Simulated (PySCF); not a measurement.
Two-component Hartree-Fock for Tm³³⁺ (thulium, charge +33)

Start: [Kr]. Calculated with PySCF 2.14 in an uncontracted even-tempered set (17 s from 3.3 bohr⁻², ratio 2.8; 14 p from 4.3 bohr⁻², ratio 2.8; 8 d from 7.6 bohr⁻², ratio 2.8; 4 f from 22 bohr⁻², ratio 3): generalised Hartree-Fock with the X2C-1e Hamiltonian and a Gaussian nucleus; one run each with spin-orbit coupling (SO) switched off, then screened by Boettger's factors.

```tsv
spinor shell	electrons	ε, spin-free (eV)	ε, screened SO (eV)	weight of nominal j (screened SO)	rms radius, screened SO (bohr)
1s1/2	2	-61018.3	-61004.2	1.000	0.0227
2s1/2	2	-11528.0	-11523.6	1.000	0.0918
2p1/2	2	-10332.7	-11028.7	1.000	0.0783
2p3/2	4	-10332.7	-10042.5	1.000	0.0851
3s1/2	2	-3631.9	-3630.5	1.000	0.233
3p1/2	2	-3261.2	-3414.4	1.000	0.224
3p3/2	4	-3261.2	-3196.2	1.000	0.238
3d3/2	4	-2807.9	-2835.5	1.000	0.210
3d5/2	6	-2807.9	-2788.2	1.000	0.214
4s1/2	2	-1601.3	-1600.8	1.000	0.491
4p1/2	2	-1458.1	-1504.3	1.000	0.493
4p3/2	4	-1458.1	-1438.3	1.000	0.518
```

```tsv
quantity	spin-free	screened SO
E (hartree)	-12961.74279	-12973.81394
M_J	0	0
⟨J²⟩	0.000	0.000
⟨L²⟩	0.000	0.060
⟨S²⟩	0.000	0.060
```

Breit and QED terms are absent; they matter most for the inner s and p1/2 levels.

Densities and radii are taken from the X2C orbitals without a picture-change correction, which distorts them close to the nucleus.

Without spin-orbit coupling the j labels of p, d and f shells carry no meaning; the spin-free column gives the mean over the occupied spinors of each nl shell.
